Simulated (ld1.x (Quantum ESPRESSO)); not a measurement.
**What one change does to a pseudopotential (F (Z = 9), TM semilocal)**

```json
{
  "Element": "fluorine (F)",
  "Generator": "ld1.x (Quantum ESPRESSO) 7.5",
  "Type": "norm-conserving Troullier–Martins (semilocal form)",
  "Functional": "PBEsol",
  "Relativity": "scalar-relativistic",
  "Frozen core": "[He]",
  "Valence charge": "7",
  "Reference configuration": "2s2 2p5",
  "Partial waves": "2s (bound): rc 0.70 bohr; 2p (bound): rc 1.20 bohr",
  "Local potential": "the p channel",
  "Core correction": "Bessel-smoothed model core inside 0.55 bohr"
}
```

All-electron outer shells of the reference configuration (PBEsol, scalar-relativistic, ld1.x):

| shell | level (eV) | outermost node (bohr) | outermost maximum (bohr) |
| --- | --- | --- | --- |
| 1s | -661.16 | – | 0.11 |
| 2s | -29.72 | 0.24 | 0.76 |
| 2p | -11.05 | – | 0.71 |

Change: wave 2s (bound): rc 0.70 bohr becomes 2s (bound): rc 0.68 bohr.

Cutoffs: the cutoffs (Ry, on a coarse ladder) from which the occupation-weighted sum of valence levels, in a spherical-Bessel basis at the reference potential, stays within 10 and 1 mRy of its value at 400 Ry; they do not see the model core or the augmentation charge, which bear on the density cutoff. Errors are all-electron minus pseudo energies relative to the spin-unpolarised reference configuration.

Problem. What does the change do?

Solution. The potential gets neither clearly harder nor softer (160 Ry and 260 Ry → 160 Ry and 260 Ry); the errors of the 7 common tests hardly move; neither file shows a bound ghost. A semilocal file is local in each channel, so a ghost entry of none says nothing of the separable form that plane-wave codes build from it.

| quantity | base | changed |
| --- | --- | --- |
| cutoff, loose | 160 Ry | 160 Ry |
| cutoff, tight | 260 Ry | 260 Ry |
| bound ghosts | none | none |
| error for 2s2 2p4, meV [ΔE 19.32 eV] | -6.1 | -6.1 |
| error for 2s2 2p3, meV [ΔE 57.59 eV] | +23 | +22 |
| error for 2s2 2p2, meV [ΔE 118.08 eV] | +250 | +248 |
| error for 2s2 2p1, meV [ΔE 203.68 eV] | +1000 | +994 |
| error for 2s2 2p5.3, meV [ΔE -2.65 eV] | -0.4 | -0.4 |
| error for 2s1 2p6, meV [ΔE 18.70 eV] | +15 | +15 |
| error for 2s2 2p4.5, meV [ΔE 7.51 eV] | -2.4 | -2.4 |
| s: phases at 1.30 bohr within 0.05 rad from the reference energy up to (Ry; the scan ends near 5) | to the end of the scan | to the end of the scan |
| p: phases at 1.30 bohr within 0.05 rad from the reference energy up to (Ry; the scan ends near 5) | to the end of the scan | to the end of the scan |
